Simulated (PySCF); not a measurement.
## A small calculation by hand: entropy of an ideal gas

H3N, SMILES [NH3+], charge +1, multiplicity 2.

Geometry: PBE-D3(BJ)/def2-TZVPD.

PySCF with PBE-D3(BJ)/def2-TZVPD gives the harmonic wavenumbers 850, 1483, 1483, 3269, 3440, 3440 cm⁻¹ and the rotational temperatures 15.0383, 15.0383, 7.5191 K. The molar mass is 17.03 g/mol, the symmetry number 6, the spin multiplicity 2.

Q: Work out the entropy at 298.15 K and 1 atm in the rigid-rotor, harmonic-oscillator model.

A: 
Translation (Sackur–Tetrode at 1 atm): S = R[1.5 ln M + 2.5 ln T − 1.16487] = 144.1 J/(mol K).
Rotation: q = (√π/σ) T^1.5/√(θA θB θC) = 36.9, S = R[ln q + 3/2] = 42.5 J/(mol K).
Vibration: with u = 1.4388 ν/T, each mode gives R[u/(e^u − 1) − ln(1 − e^−u)]:
| ν (cm⁻¹) | modes | u | S (J/(mol K)) |
|---|---|---|---|
| 850 | 1 | 4.10 | 0.71 |
| 1483 | 2 | 7.16 | 0.11 |
The stiffer modes add less than 0.005 each. Sum 0.8 J/(mol K).
Spin: R ln 2 = 5.8 J/(mol K).
Total 193.2 J/(mol K); the program's own thermochemistry gives 193.2. Translation makes up 75 % and vibration 0 %. Anharmonicity, hindered rotation and orbital degeneracy are left out.
